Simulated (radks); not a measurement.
Q: These are the eigenvalues of the occupied orbitals of an atom or ion with whole-number occupations (eV). Method: Dirac Kohn-Sham, PBE, spin-unpolarised, spherical densities, finite nucleus; Fermi nuclear charge, rms radius of each element as measured or else 0.836 A^(1/3) + 0.57 fm; computed with a radial shooting solver on a logarithmic mesh with Libxc functionals.

orbital  eigenvalue
1s1/2     -32958.14
2s1/2     -5090.446
2p1/2     -4776.191
2p3/2     -4477.462
3s1/2     -1027.439
3p1/2     -897.4873
3p3/2     -841.2713
3d3/2     -612.3021
3d5/2     -600.4816
4s1/2     -180.3985
4p1/2     -135.0528
4p3/2     -124.1095
4d3/2      -51.2429
4d5/2      -49.5295
5s1/2      -17.3846
5p1/2       -7.7763
5p3/2       -6.7768

Which element is it, and in what charge state? The configuration may be excited. Open shells, if any, are shared by 2j + 1.

A: Z = 53, iodine, charge 0: I in [Kr] 4d10 5s2 5p5. The list shows which subshells hold electrons but not how many an open one holds; the 1s level, -1211.2 hartree, gives Z - s = 49.2 by -(Z - s)^2/2, which with screening and relativity narrows Z to a few neighbours, and the depths of the outer levels then fix element, charge and occupations together.
